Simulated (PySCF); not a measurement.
Vertical excitations of a molecule CH7AlO2Si from TDDFT-PBE/def2-SVPD in PySCF, as energy in eV (oscillator strength): 5.68 (0.162), 5.87 (0.043), 6.10 (0.000), 6.17 (0.000), 6.18 (0.001), 6.29 (0.025), 6.51 (0.004), 6.55 (0.054), 6.60 (0.004), 6.61 (0.064). Lowest triplet (TDA): 4.68 eV. Coordinates come from a PBE0-D3(BJ)/def2-SVP optimisation. One conformer was computed; it need not be the lowest.

Task: Identify the compound among the candidates.
A. C[SiH2][Al]([OH])[OH]
B. C[O][AlH][O][SiH3]
C. [CH3][Al]([OH])[O][SiH3]
D. [OH][Al]([OH])[CH2][SiH3]

Result: A, C[SiH2][Al]([OH])[OH]
